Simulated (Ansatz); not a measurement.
`FC[SiH2]F` + `BN` → `BN[SiH2]F` + `CF`  (ligand exchange at the Si–C bond)

Calculated with Ansatz (gas phase, PBE0-D4/def2-TZVP geometries, no zero-point term in ΔE). CCSD(T)/CBS adds triple-zeta CCSD(T) − MP2 to the extrapolated MP2 energy (def2 sets, frozen cores). This one scheme is used for every species. Functionals use def2-TZVPP. B3LYP here is the variant with VWN-RPA as its local correlation; programs differ in this. HSE06 is defined as in plane-wave codes. One conformer a species, not always the lowest.

Problem. Is it downhill or uphill in electronic energy at CCSD(T)/CBS, and by how much? (Best estimate.)

Solution. Ansatz gave: Downhill: ΔE = -80.1 kJ/mol.

Problem. What do these levels give: B3LYP-D4, r2SCAN0-D4, HSE06-D4, revPBE, BLYP, r2SCAN, B3LYP, LC-ωPBE, HF/def2-SVP, CCSD/def2-SVP, MP2/def2-TZVPP, SCS-MP2/def2-TZVPP? (An estimate is asked.)

Solution. Ansatz gave: B3LYP-D4 -75.0, r2SCAN0-D4 -77.3, HSE06-D4 -71.4, revPBE -62.9, BLYP -67.5, r2SCAN -73.0, B3LYP -72.6, LC-ωPBE -71.3, HF/def2-SVP -86.8, CCSD/def2-SVP -78.6, MP2/def2-TZVPP -84.2, SCS-MP2/def2-TZVPP -84.2 kJ/mol.

Largest T1 diagnostic among the species: 0.012.

In def2-TZVPP, CCSD(T) changes the Hartree–Fock value by +8.9 kJ/mol (the triples alone add +0.9 kJ/mol) and MP2 by +4.9 kJ/mol. From r2SCAN to r2SCAN0 (25 % exact exchange), in def2-TZVPP and without D4, ΔE moves by −3.9 kJ/mol.
